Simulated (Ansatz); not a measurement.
`[OH][InH][Br]` + HBr → `[Br][InH][Br]` + H₂O at 500 K and 1 bar (ligand exchange at the In–O bond).

Gas-phase electronic energies from Ansatz, PBE0-D4/def2-TZVP geometries. CCSD(T)/CBS adds triple-zeta CCSD(T) − MP2 to the extrapolated MP2 energy (def2 sets, frozen cores). This one scheme is used for every species. Elements past krypton have def2 core potentials. For Br, In outer-core shells are correlated without core-valence functions, which leaves a few kJ/mol of doubt a bond. Scalar relativity is left out up to krypton. One conformer a species, not always the lowest.

```
        species  CCSD(T)/CBS energy (Eh)  H − E (kJ/mol)  S (J/(mol·K))
`[OH][InH][Br]`              -2839.57190            84.5          367.3
            HBr              -2573.91920            30.5          213.7
`[Br][InH][Br]`              -5337.15310            50.2          372.7
            H₂O                -76.37941            73.2          206.3
```

H − E and S are ideal-gas, rigid-rotor, harmonic terms from PBE0-D4/def2-TZVP, for one conformer and one mirror image of each species. 1 Eh = 2625.50 kJ/mol, R = 8.31446 J/(mol·K).

By hand: ΔE, ΔH, ΔS and ΔG.

ΔE = (-5337.15310) + (-76.37941) − (-2839.57190) − (-2573.91920) = -0.04141 Eh = -108.7 kJ/mol. Δ(H − E) = 50.2 + 73.2 − 84.5 − 30.5 = 8.4, so ΔH = -100.3 kJ/mol. ΔS = 372.7 + 206.3 − 367.3 − 213.7 = -2.0 J/(mol·K). ΔG = -100.3 − 500 × (-2.0)/1000 = -99.3 kJ/mol.

By hand: the equilibrium constant, and the temperature at which ΔG would vanish if ΔH and ΔS stayed fixed.

log₁₀ K = −ΔG/(RT ln 10) = 10.4. ΔG = 0 at ΔH/ΔS = 50150 K, far beyond where these terms or the molecules hold.

The number of gas molecules stays the same, so ΔS is small and ΔH decides. A doubt of 5 kJ/mol in ΔE shifts log₁₀ K by 0.5 here. Other conformers and mirror images would add mixing entropy, several J/(mol·K) or more a flexible species. These are equilibria of isolated gas molecules and say nothing of rates. Largest T1 diagnostic: 0.014 (customary marks: 0.02 for closed shells, 0.045 for open ones).
